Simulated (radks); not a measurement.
Se2+, 32 electrons, occupied as [Ar] 3d10 4s2 4p2. Method: non-relativistic Kohn-Sham, r2SCAN, spin-polarised, spherical densities, point nucleus; open shells are filled with parallel spins first; meta-GGA in the generalised Kohn-Sham scheme; computed with a radial shooting solver on a logarithmic mesh with Libxc functionals.

Local quantities along the radius. ELF = 1/(1 + alpha^2) is the electron localisation function; alpha = (tau - tau_W)/tau_unif compares the Pauli kinetic energy density with that of the uniform gas (summed over spins).

```
   r/bohr * ELF (the largest magnitude, 1, reaches the edge; | marks zero)
 0.002871 |                                                      *
 0.003739 |                                                      *
 0.004907 |                                                      *
  0.00639 |                                                      *
 0.008321 |                                                      *
  0.01092 |                                                      *
  0.01422 |                                                      *
  0.01852 |                                                      *
  0.02411 |                                                     *
  0.03165 |                                                   *
  0.04121 |                                          *
  0.05366 |                        *
  0.06988 |               *
  0.09172 |                       *
   0.1194 |                                      *
   0.1555 |                                          *
   0.2025 |                                 *
   0.2658 |              *
   0.3461 |                   *
   0.4507 |                                     *
   0.5915 |                                          *
   0.7703 |                                  *
    1.003 |              *
    1.306 |            *
    1.714 |                                   *
    2.232 |                                           *
    2.907 |                                 *
    3.785 |        *
    4.968 *
    6.469 *
```

On this mesh the ELF has minima near r = 0.070, 0.30, 1.1 bohr, which separate the shells, and maxima near 0.16 (0.79), 0.59 (0.78), 2.2 (0.81).
